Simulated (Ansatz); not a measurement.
A nudged elastic band was laid between two geometries of Cl$_{2}$F$_{2}$H$_{4}$OSiTi (11 atoms, charge 0, multiplicity 1).

These are results of RKS PBE/def2-SVP (Ansatz 0.2.0), not measurements.

```
movable images  : 7
climbing image  : yes
spring          : 5.0 eV/Å²
optimiser       : quadratic models (default)
start path      : through a guess of the saddle point
force threshold : 0.05 eV/Å
iteration limit : 60
end points      : relaxed
```

First end point:

```xyz
11
Properties=species:S:1:pos:R:3
Ti 0.069 0.001 0.046
Cl -0.421 0.567 2.175
F 1.763 -0.123 -0.332
F -0.276 1.557 -0.654
Cl -1.246 -1.224 -1.289
O 0.367 -1.984 1.102
Si 0.117 -3.615 0.592
H 0.813 -3.756 -0.720
H 0.756 -4.471 1.647
H -1.343 -3.937 0.498
H 0.257 -1.792 2.055
```

Last end point:

```xyz
11
Properties=species:S:1:pos:R:3
Ti -0.036 -0.384 -0.410
Cl 0.916 0.107 2.967
F 1.515 0.400 -0.551
F -1.257 0.705 0.195
Cl -0.647 -1.083 -2.406
O 0.073 -1.864 0.603
Si -0.053 -3.568 0.597
H 1.093 -4.138 -0.186
H 0.011 -4.018 2.027
H -1.364 -3.956 -0.021
H 0.604 -0.977 2.305
```

Q: What changes between the two ends?

A: Bonds broken: Ti1–Cl2, O6–H11. Bonds formed: Cl2–H11. Cl2F2H4OSiTi becomes ClF2H3OSiTi + ClH.

Q: Give the energies along the band, and the barrier.

A: The forces met the threshold. The highest image is number 6 of 0 to 8, 48.3 kJ/mol above the first end and 21.3 kJ/mol above the last; the last end lies 27.0 kJ/mol above the first. A vibrational analysis at the climbing image gives one clearly imaginary mode, 457i cm⁻¹: a first-order saddle point. The orbitals stay closed-shell, which can raise the energy where a bond breaks towards radicals; this wasn't checked here.

```tsv
image	path coordinate (Å)	energy (kJ/mol)	Ti1–Cl2 (Å)	O6–H11 (Å)	Cl2–H11 (Å)
0	0.00	0.0	2.26	0.98	2.46
1	0.55	1.1	2.27	0.98	2.41
2	1.11	4.2	2.28	0.98	2.34
3	1.66	6.5	2.30	0.98	2.30
4	2.21	7.4	2.31	0.99	2.26
5	2.76	16.3	2.40	1.01	1.95
6	3.32	48.3	2.69	1.30	1.49
7	3.91	30.8	3.12	1.77	1.32
8	4.50	27.0	3.54	1.99	1.31
```

Q: What is the geometry of the highest image?

A: 
```xyz
11
Properties=species:S:1:pos:R:3
Ti 0.113 -0.260 -0.107
Cl 0.735 0.168 2.474
F 1.611 0.509 -0.538
F -1.196 0.869 0.059
Cl -0.405 -1.309 -1.991
O 0.091 -1.890 0.921
Si -0.094 -3.572 0.627
H 0.990 -4.035 -0.299
H 0.039 -4.237 1.965
H -1.450 -3.824 0.042
H 0.421 -1.195 1.967
```

Q: What are the harmonic wavenumbers there?

A: 457i, 36, 67, 89, 109, 137, 176, 188, 192, 208, 291, 366, 440, 631, 675, 695, 767, 796, 816, 860, 909, 911, 971, 1383, 2189, 2202, 2209 cm⁻¹.

The band took 19 iterations and roughly 13 core-minutes.

Run time: 3.6 min on 4 threads of Intel(R) Xeon(R) Platinum 8488C (Sapphire Rapids), on a shared host, peak memory 0.27 GiB.
